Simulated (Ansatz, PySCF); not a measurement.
Dimer: CH3F (SMILES CF) (first 5 atoms) with C2H3N (SMILES CC#N); geometry from B3LYP-D3(BJ)/def2-TZVP, rigid monomers moved along the line of their centres of mass till F2···H9 is 3.33 Å.
(charge 0, multiplicity 1):
```json
[
 {"atom": "C", "x (Å)": "0.3729", "y (Å)": "0.5925", "z (Å)": "-0.1777"},
 {"atom": "F", "x (Å)": "1.1632", "y (Å)": "-0.2915", "z (Å)": "0.5656"},
 {"atom": "H", "x (Å)": "-0.1778", "y (Å)": "1.2259", "z (Å)": "0.5152"},
 {"atom": "H", "x (Å)": "1.0306", "y (Å)": "1.1901", "z (Å)": "-0.8090"},
 {"atom": "H", "x (Å)": "-0.3111", "y (Å)": "0.0062", "z (Å)": "-0.7914"},
 {"atom": "C", "x (Å)": "0.8947", "y (Å)": "-0.1914", "z (Å)": "4.7544"},
 {"atom": "C", "x (Å)": "-0.0167", "y (Å)": "0.8689", "z (Å)": "4.3577"},
 {"atom": "N", "x (Å)": "-0.7357", "y (Å)": "1.7044", "z (Å)": "4.0311"},
 {"atom": "H", "x (Å)": "1.2425", "y (Å)": "-0.7158", "z (Å)": "3.8650"},
 {"atom": "H", "x (Å)": "1.7526", "y (Å)": "0.2292", "z (Å)": "5.2797"},
 {"atom": "H", "x (Å)": "0.3875", "y (Å)": "-0.8950", "z (Å)": "5.4149"}
]
```

Counterpoise-corrected where a basis set is named; no monomer relaxation.

Correlated levels freeze the cores.

Run with Ansatz (a program for electronic structure) with Gaussian orbitals; PySCF for the dispersion terms. 

PBE/def2-TZVPPD gives -1.65 kcal/mol for the interaction energy.

### Question
Predict the shift from PBE, with its sign, for: PBE-D3(BJ)/def2-TZVPPD, r2SCAN/def2-TZVPPD, PBE0/def2-TZVPPD, wB97M-V/def2-TZVPPD, MP2/aug-cc-pVDZ, CCSD(T)/aug-cc-pVDZ.

### Answer
PBE-D3(BJ)/def2-TZVPPD -0.39; r2SCAN/def2-TZVPPD -0.03; PBE0/def2-TZVPPD -0.02; wB97M-V/def2-TZVPPD -0.32; MP2/aug-cc-pVDZ -0.25; CCSD(T)/aug-cc-pVDZ -0.23 kcal/mol. 0 of 6 lie above PBE; the widest gap is to PBE-D3(BJ)/def2-TZVPPD.
